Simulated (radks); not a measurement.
Spherical quantum dot in the effective-mass picture: electrons in a well V = -V0 / (1 + exp((r - R)/a)) with V0 = 10.5, R = 5.03, a = 0.53, with a point charge +2 (a donor) at the centre, all in effective atomic units (hartree* = m*/eps^2 hartree, bohr* = eps/m* bohr), one dielectric constant everywhere. Method: non-relativistic Kohn-Sham, PBE, spin-polarised, spherical densities; computed with a radial shooting solver with Libxc functionals. Levels are named by radial order and angular momentum (1s, 1p, 1d, 2s, ...), and open shells are averaged over m. Each electron was tried in the lowest free levels, single moves between levels near the top were tried too, and the lowest total energy was kept; such a search can miss a lower state. At N = 1 the Hartree and exchange-correlation terms need not cancel, so that row can carry a self-interaction error.

| N | open shells | 2S | mu = E(N) - E(N-1) (hartree*) | addition energy mu(N+1) - mu(N) (hartree*) | e(HOMO) (hartree*) | rms radius (bohr*) |
|---|---|---|---|---|---|---|
| 1 | 1s(up 1, down 0) | 1 | -12.488 | 1.107 | -12.037 | 0.8743 |
| 2 | none | 0 | -11.381 | 1.481 | -11.049 | 1.070 |
| 3 | 1p(up 1, down 0) | 1 | -9.9001 | 0.2998 | -9.7557 | 1.676 |
| 4 | 1p(up 2, down 0) | 2 | -9.6003 | 0.3160 | -9.4429 | 1.954 |
| 5 | 1p(up 3, down 0) | 3 | -9.2843 | 0.3503 | -9.1260 | 2.132 |
| 6 | 1p(up 3, down 0) 2s(up 1, down 0) | 4 | -8.9340 | 0.3909 | -8.7791 | 2.283 |
| 7 | 1p(up 3, down 1) 2s(up 1, down 0) | 3 | -8.5431 | 0.2750 | -8.4083 | 2.387 |
| 8 | 1p(up 3, down 2) 2s(up 1, down 0) | 2 | -8.2681 | 0.2851 | -8.1263 | 2.473 |
| 9 | 2s(up 1, down 0) | 1 | -7.9830 | 0.3258 | -7.8395 | 2.547 |
| 10 | none | 0 | -7.6572 | 0.5409 | -7.5054 | 2.614 |
| 11 | 1d(up 1, down 0) | 1 | -7.1163 | 0.2691 | -6.9818 | 2.687 |
| 12 | 1d(up 2, down 0) | 2 | -6.8472 | 0.2692 | -6.7125 | 2.749 |
| 13 | 1d(up 3, down 0) | 3 | -6.5780 | 0.2685 | -6.4436 | 2.804 |
| 14 | 1d(up 4, down 0) | 4 | -6.3095 | 0.2676 | -6.1755 | 2.853 |
| 15 | 1d(up 5, down 0) | 5 | -6.0419 | 0.3350 | -5.9085 | 2.898 |
| 16 | 1d(up 5, down 1) | 4 | -5.7069 | 0.2578 | -5.5782 | 2.940 |
| 17 | 1d(up 5, down 2) | 3 | -5.4491 | 0.2583 | -5.3200 | 2.978 |
| 18 | 1d(up 5, down 3) | 2 | -5.1909 | 0.2581 | -5.0617 | 3.013 |
| 19 | 1d(up 5, down 4) | 1 | -4.9327 | 0.2577 | -4.8038 | 3.046 |
| 20 | none | 0 | -4.6750 | 0.5669 | -4.5464 | 3.077 |
| 21 | 1f(up 1, down 0) | 1 | -4.1082 | 0.2490 | -3.9836 | 3.111 |
| 22 | 1f(up 2, down 0) | 2 | -3.8592 | 0.2487 | -3.7348 | 3.143 |
| 23 | 1f(up 3, down 0) | 3 | -3.6105 | 0.2482 | -3.4863 | 3.172 |
| 24 | 1f(up 4, down 0) | 4 | -3.3623 | 0.2477 | -3.2384 | 3.200 |
| 25 | 1f(up 5, down 0) | 5 | -3.1146 | 0.2471 | -2.9910 | 3.226 |
| 26 | 1f(up 6, down 0) | 6 | -2.8676 | 0.2464 | -2.7443 | 3.251 |
| 27 | 1f(up 7, down 0) | 7 | -2.6212 | 0.3077 | -2.4982 | 3.275 |
| 28 | 1f(up 7, down 1) | 6 | -2.3135 | 0.2411 | -2.1929 | 3.298 |
| 29 | 1f(up 7, down 2) | 5 | -2.0724 | 0.2410 | -1.9519 | 3.320 |
| 30 | 1f(up 7, down 3) | 4 | -1.8314 | 0.2407 | -1.7110 | 3.341 |
| 31 | 1f(up 7, down 4) | 3 | -1.5907 | 0.2403 | -1.4705 | 3.361 |
| 32 | 1f(up 7, down 5) | 2 | -1.3504 | 0.2399 | -1.2304 | 3.381 |
| 33 | 1f(up 7, down 6) | 1 | -1.1106 | - | -0.99080 | 3.400 |

All shells are closed at N = 2, 10, 20 (there: 1s2 1p6 1d10 2s2); the second difference of the energy has clear peaks (12 % above both neighbours; the first and last values, which can be the largest, are not judged, and half-filled shells can peak too) at N = 2, 10, 15, 20, 27.
